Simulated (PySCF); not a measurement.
# Cost of excited-state runs on `CC=C=CC=C1CCC1`, C9H12

Molfile (atoms numbered from 1):
```
C9H12
     RDKit          3D

 21 21  0  0  0  0  0  0  0  0999 V2000
    4.3332   -0.2405   -0.2096 C   0  0  0  0  0  0  0  0  0  0  0  0
    3.2892    0.8108   -0.4517 C   0  0  0  0  0  0  0  0  0  0  0  0
    2.0205    0.5747   -0.5681 C   0  0  0  0  0  0  0  0  0  0  0  0
    0.7419    0.3234   -0.6646 C   0  0  0  0  0  0  0  0  0  0  0  0
   -0.1642    0.3208    0.4674 C   0  0  0  0  0  0  0  0  0  0  0  0
   -1.4671    0.0837    0.3627 C   0  0  0  0  0  0  0  0  0  0  0  0
   -2.3870   -0.2162   -0.7898 C   0  0  0  0  0  0  0  0  0  0  0  0
   -3.5636   -0.2465    0.2037 C   0  0  0  0  0  0  0  0  0  0  0  0
   -2.5881    0.0307    1.3631 C   0  0  0  0  0  0  0  0  0  0  0  0
    4.8908   -0.0098    0.6979 H   0  0  0  0  0  0  0  0  0  0  0  0
    5.0379   -0.2652   -1.0410 H   0  0  0  0  0  0  0  0  0  0  0  0
    3.8774   -1.2216   -0.1042 H   0  0  0  0  0  0  0  0  0  0  0  0
    3.6615    1.8256   -0.5398 H   0  0  0  0  0  0  0  0  0  0  0  0
    0.3062    0.1084   -1.6331 H   0  0  0  0  0  0  0  0  0  0  0  0
    0.2713    0.5240    1.4373 H   0  0  0  0  0  0  0  0  0  0  0  0
   -2.4415    0.5670   -1.5463 H   0  0  0  0  0  0  0  0  0  0  0  0
   -2.1879   -1.1649   -1.2891 H   0  0  0  0  0  0  0  0  0  0  0  0
   -4.0775   -1.2032    0.2660 H   0  0  0  0  0  0  0  0  0  0  0  0
   -4.2991    0.5389    0.0448 H   0  0  0  0  0  0  0  0  0  0  0  0
   -2.7595    0.9625    1.9025 H   0  0  0  0  0  0  0  0  0  0  0  0
   -2.5034   -0.7762    2.0917 H   0  0  0  0  0  0  0  0  0  0  0  0
  1  2  1  0
  2  3  2  0
  3  4  2  0
  4  5  1  0
  5  6  2  3
  6  7  1  0
  7  8  1  0
  8  9  1  0
  9  6  1  0
  1 10  1  0
  1 11  1  0
  1 12  1  0
  2 13  1  0
  4 14  1  0
  5 15  1  0
  7 16  1  0
  7 17  1  0
  8 18  1  0
  8 19  1  0
  9 20  1  0
  9 21  1  0
M  END
```

PySCF with density fitting, on 1 thread of an Arm Neoverse V2, shared host. Command: `OMP_NUM_THREADS=1 python excited_run.py task.json out`

(1) How long does each of these runs take, and how much memory?
- magnetisability and related constants, KT3/pcSseg-1; usual settings
- magnetisability and related constants, PBE0/pcseg-1; SCF tolerance 1e-08 Eh

Answers

(1) 
```csv
run,level,basis functions,wall time,peak memory (GiB)
magnetisability and related constants,KT3/pcSseg-1,213,52 s,0.77
magnetisability and related constants,PBE0/pcseg-1,186,31 s,0.89
```
Times from a shared host are rough.
